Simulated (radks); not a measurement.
Values are calculated unless marked as measured or tabulated.
Task: These are the eigenvalues of the occupied orbitals of an atom or ion with whole-number occupations (eV). Code: a radial shooting solver on a logarithmic mesh with Libxc functionals. Model: Dirac Kohn-Sham, PBE, spin-unpolarised, spherical densities, point nucleus.

| orbital | eigenvalue |
|---|---|
| 1s1/2 | -90690.78 |
| 2s1/2 | -20242.44 |
| 2p1/2 | -19683.99 |
| 2p3/2 | -17579.99 |
| 3s1/2 | -7992.678 |
| 3p1/2 | -7782.456 |
| 3p3/2 | -7229.775 |

Which element is it, and in what charge state? The configuration may be excited. Open shells, if any, are shared by 2j + 1.

Result: Z = 81, thallium, charge +64: Tl64+ in [Ne] 3s2 3p5. The list shows which subshells hold electrons but not how many an open one holds; the 1s level, -3332.8 hartree, gives Z - s = 81.6 by -(Z - s)^2/2, which with screening and relativity narrows Z to a few neighbours, and the depths of the outer levels then fix element, charge and occupations together.
